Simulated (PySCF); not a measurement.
CrO₂F, SMILES [O]=[Cr+]([F])=[O], charge +1, multiplicity 1. Geometry: B3LYP-D3(BJ)/def2-SVP. The multiplicity is an assumed one; other spin states were not compared. The isomer is the one that the SMILES or the coordinates give; other isomers of the formula were not compared.

Computed equilibrium geometry at B3LYP-D3(BJ)/def2-SVP (PySCF confirms it by a frequency run) as a Z-matrix, and its point group:
point group Cs.
```
Cr
O 1 1.5196
O 1 1.5196 2 107.22
F 1 1.6604 2 111.44 3 122.20
```
Charge +1, spin multiplicity 1.
